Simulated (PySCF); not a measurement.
Cl$_{4}$Ge, charge +1, doublet, at a GFN2-xTB geometry (a state made from the parent by changing its charge; the spin is typed, not shown lowest); PySCF with WB97X/STO-3G.

PySCF was given this input:
```python
from pyscf import gto, scf, dft

mol = gto.Mole()
mol.atom = '''
    Cl   -0.94911589   -1.52714720   -1.17575110
    Ge   -0.00000000   -0.00000000    0.00000000
    Cl    2.10292203   -0.41368165    0.14824520
    Cl   -0.28957289    1.91039693   -0.93910666
    Cl   -0.86423325    0.03043192    1.96661257
'''
mol.basis = 'sto-3g'
mol.charge = 1
mol.spin = 1
mol.verbose = 4
mol.build()

mf = dft.UKS(mol)
mf.xc = 'wb97x'
mf.kernel()
```

Q: Write the output that PySCF gives for this input, abridged.

A: 
```
PySCF version 2.14.0

[INPUT] verbose = 4
[INPUT] num. atoms = 5
[INPUT] num. electrons = 99
[INPUT] charge = 1
[INPUT] spin (= nelec alpha-beta = 2S) = 1
[INPUT] symmetry False subgroup None
[INPUT] Mole.unit = angstrom
[INPUT] Symbol           X                Y                Z      unit          X                Y                Z       unit  Magmom
[...]
nuclear repulsion = 797.543089575579
number of shells = 28
number of NR pGTOs = 162
number of NR cGTOs = 54
basis = sto-3g
ecp = {}

******** <class 'pyscf.dft.uks.UKS'> ********
method = UKS
initial guess = minao
damping factor = 0
level_shift factor = 0
DIIS = <class 'pyscf.scf.diis.CDIIS'>
diis_start_cycle = 1
diis_space = 8
diis_damp = 0
SCF conv_tol = 1e-09
SCF conv_tol_grad = None
SCF max_cycles = 50
direct_scf = True
direct_scf_tol = 1e-13
number electrons alpha = 50  beta = 49
XC library pyscf.dft.libxc version 7.1.2
    S. Lehtola, C. Steigemann, M. J. T. Oliveira, and M. A. L. Marques,  SoftwareX 7, 1–5 (2018)
XC functionals = wb97x
    J.-D. Chai and M. Head-Gordon,  J. Chem. Phys. 128, 084106 (2008)
radial grids:
    Treutler-Ahlrichs [JCP 102, 346 (1995); DOI:10.1063/1.469408] (M4) radial grids

becke partition: Becke, JCP 88, 2547 (1988); DOI:10.1063/1.454033
pruning grids: <function nwchem_prune>
grids dens level: 3
symmetrized grids: False
atomic radii adjust function: <function treutler_atomic_radii_adjust>
small_rho_cutoff = 0
Set gradient conv threshold to 3.16228e-05
tot grids = 96160
init E= -3870.73487361253

cycle= 1 E= -3873.62067831747  delta_E= -2.89  |g|= 0.211  |ddm|=  2.3
cycle= 2 E= -3873.65425156695  delta_E= -0.0336  |g|= 0.0536  |ddm|= 0.527
cycle= 3 E= -3873.65770144383  delta_E= -0.00345  |g|= 0.0206  |ddm|= 0.186
cycle= 4 E= -3873.65826927571  delta_E= -0.000568  |g|= 0.00614  |ddm|= 0.0637
cycle= 5 E= -3873.65837724175  delta_E= -0.000108  |g|= 0.00262  |ddm|= 0.0309
cycle= 6 E= -3873.65842060591  delta_E= -4.34e-05  |g|= 0.00253  |ddm|= 0.018
cycle= 7 E= -3873.65847807641  delta_E= -5.75e-05  |g|= 0.00262  |ddm|= 0.0229
cycle= 8 E= -3873.65842105142  delta_E= 5.7e-05  |g|= 0.00255  |ddm|= 0.0228
cycle= 9 E= -3873.65814526292  delta_E= 0.000276  |g|= 0.00241  |ddm|= 0.124
cycle= 10 E= -3873.65804902733  delta_E= 9.62e-05  |g|= 0.00229  |ddm|= 0.0536
cycle= 11 E= -3873.65788540583  delta_E= 0.000164  |g|= 0.00221  |ddm|= 0.14
cycle= 12 E= -3873.65782457575  delta_E= 6.08e-05  |g|= 0.00324  |ddm|= 0.106
[...]
cycle= 22 E= -3873.65780384748  delta_E= 3.07e-07  |g|= 0.000669  |ddm|= 0.0163
cycle= 23 E= -3873.65779538334  delta_E= 8.46e-06  |g|= 0.000666  |ddm|= 0.0237
cycle= 24 E= -3873.6577955783  delta_E= -1.95e-07  |g|= 0.000672  |ddm|= 0.00498
cycle= 25 E= -3873.65779176263  delta_E= 3.82e-06  |g|= 0.000716  |ddm|= 0.00844
cycle= 26 E= -3873.65779056181  delta_E= 1.2e-06  |g|= 0.000736  |ddm|= 0.0017
cycle= 27 E= -3873.65779143222  delta_E= -8.7e-07  |g|= 0.000733  |ddm|= 0.00115
cycle= 28 E= -3873.65780067874  delta_E= -9.25e-06  |g|= 0.000679  |ddm|= 0.0148
cycle= 29 E= -3873.65779922675  delta_E= 1.45e-06  |g|= 0.000665  |ddm|= 0.00343
cycle= 30 E= -3873.65779522437  delta_E= 4e-06  |g|= 0.000659  |ddm|= 0.00763
cycle= 31 E= -3873.6577800529  delta_E= 1.52e-05  |g|= 0.000647  |ddm|= 0.0303
cycle= 32 E= -3873.65777949274  delta_E= 5.6e-07  |g|= 0.000635  |ddm|= 0.00288
cycle= 33 E= -3873.65777973823  delta_E= -2.45e-07  |g|= 0.000635  |ddm|= 0.00196
cycle= 34 E= -3873.65777977667  delta_E= -3.84e-08  |g|= 0.000627  |ddm|= 0.0024
cycle= 35 E= -3873.6577802601  delta_E= -4.83e-07  |g|= 0.000616  |ddm|= 0.0179
cycle= 36 E= -3873.6577805412  delta_E= -2.81e-07  |g|= 0.000576  |ddm|= 0.0353
cycle= 37 E= -3873.65778693438  delta_E= -6.39e-06  |g|= 0.000569  |ddm|= 0.0199
cycle= 38 E= -3873.657788639  delta_E= -1.7e-06  |g|= 0.000563  |ddm|= 0.00708
cycle= 39 E= -3873.65779790445  delta_E= -9.27e-06  |g|= 0.000564  |ddm|= 0.0267
cycle= 40 E= -3873.65780117184  delta_E= -3.27e-06  |g|= 0.000554  |ddm|= 0.0123
cycle= 41 E= -3873.65780224885  delta_E= -1.08e-06  |g|= 0.000551  |ddm|= 0.00638
cycle= 42 E= -3873.65780260892  delta_E= -3.6e-07  |g|= 0.000551  |ddm|= 0.00124
cycle= 43 E= -3873.65780183814  delta_E= 7.71e-07  |g|= 0.000552  |ddm|= 0.0041
cycle= 44 E= -3873.65779891333  delta_E= 2.92e-06  |g|= 0.000553  |ddm|= 0.0273
cycle= 45 E= -3873.65779849875  delta_E= 4.15e-07  |g|= 0.000557  |ddm|= 0.00675
cycle= 46 E= -3873.6577985015  delta_E= -2.75e-09  |g|= 0.000553  |ddm|= 0.00417
cycle= 47 E= -3873.65780684117  delta_E= -8.34e-06  |g|= 0.000552  |ddm|= 0.0244
cycle= 48 E= -3873.65780221926  delta_E= 4.62e-06  |g|= 0.000551  |ddm|= 0.0114
cycle= 49 E= -3873.65780075768  delta_E= 1.46e-06  |g|= 0.000545  |ddm|= 0.00653
cycle= 50 E= -3873.6577542108  delta_E= 4.65e-05  |g|= 0.000638  |ddm|= 0.0829
SCF not converged.
SCF energy = -3873.6577542108 after 50 cycles  <S^2> = 0.75329721  2S+1 = 2.0032945
```

Convergence was not reached.
